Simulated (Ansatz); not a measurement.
`[F][In]([SH])[O][SiH3]` + H₂ → `[F][InH][SH]` + `O[SiH3]` at 400 K and 1 bar (hydrogenolysis of the In–O bond).

Gas-phase electronic energies from Ansatz, PBE0-D4/def2-TZVP geometries. CCSD(T)/CBS adds triple-zeta CCSD(T) − MP2 to the extrapolated MP2 energy (def2 sets, frozen cores). This one scheme is used for every species. Elements past krypton have def2 core potentials. For In outer-core shells are correlated without core-valence functions, which leaves a few kJ/mol of doubt a bond. One conformer a species, not always the lowest.

```csv
species,CCSD(T)/CBS energy (Eh),H − E (kJ/mol),S (J/(mol·K))
`[F][In]([SH])[O][SiH3]`,-1054.15995,145.0,459.9
H₂,-1.17544,38.0,139.0
`[F][InH][SH]`,-688.63795,68.8,340.5
`O[SiH3]`,-366.69042,120.0,276.4
```

H − E and S are ideal-gas, rigid-rotor, harmonic terms from PBE0-D4/def2-TZVP, for one conformer and one mirror image of each species. The MP2-based limit puts H₂ 0.8 mEh under its directly extrapolated value; such offsets cancel only in part. 1 Eh = 2625.50 kJ/mol, R = 8.31446 J/(mol·K).

By hand: ΔE, ΔH, ΔS and ΔG.

ΔE = (-688.63795) + (-366.69042) − (-1054.15995) − (-1.17544) = 0.00702 Eh = 18.4 kJ/mol. Δ(H − E) = 68.8 + 120.0 − 145.0 − 38.0 = 5.8, so ΔH = 24.2 kJ/mol. ΔS = 340.5 + 276.4 − 459.9 − 139.0 = 18.0 J/(mol·K). ΔG = 24.2 − 400 × (18.0)/1000 = 17.0 kJ/mol.

By hand: the equilibrium constant, and the temperature at which ΔG would vanish if ΔH and ΔS stayed fixed.

log₁₀ K = −ΔG/(RT ln 10) = -2.2. ΔG = 0 at ΔH/ΔS = 1344 K, though so small a ΔS makes that figure unsure.

ΔH outweighs TΔS. A doubt of 5 kJ/mol in ΔE shifts log₁₀ K by 0.7 here. Other conformers and mirror images would add mixing entropy, several J/(mol·K) or more a flexible species. Modes under 60 cm⁻¹, often nearly free rotors, make the harmonic entropy too high. These are equilibria of isolated gas molecules and say nothing of rates. Largest T1 diagnostic: 0.016 (customary marks: 0.02 for closed shells, 0.045 for open ones).
